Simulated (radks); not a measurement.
Values are calculated unless marked as measured or tabulated.
Problem. Species: Tb47+. Configuration: [Ar] (the NIST ground configuration). Code: a radial shooting solver on a logarithmic mesh with Libxc functionals. Model: non-relativistic Kohn-Sham, LB94 model potential, spin-polarised, spherical densities, point nucleus; relativity is left out, which matters for an element this heavy. Some entries of the table are withheld. Estimate them.

| orbital | occ. | eigenvalue (eV) | <r^2> (bohr^2) | <1/r> (bohr^-1) |
|---|---|---|---|---|
| 1s | 2 | -51816.64 | 0.0007262 | 64.50 |
| 2s | 2 | -10760.69 | 0.01124 | 15.17 |
| 2p | 6 | -10421.36 | 0.008343 | 15.17 |
| 3s | 2 | -4220.400 | (1) | 6.214 |
| 3p | 6 | (2) | 0.05773 | 6.184 |

Solution. 
(1) 3s <r^2> (bohr^2): 0.06338
(2) 3p eigenvalue (eV): -4088.171
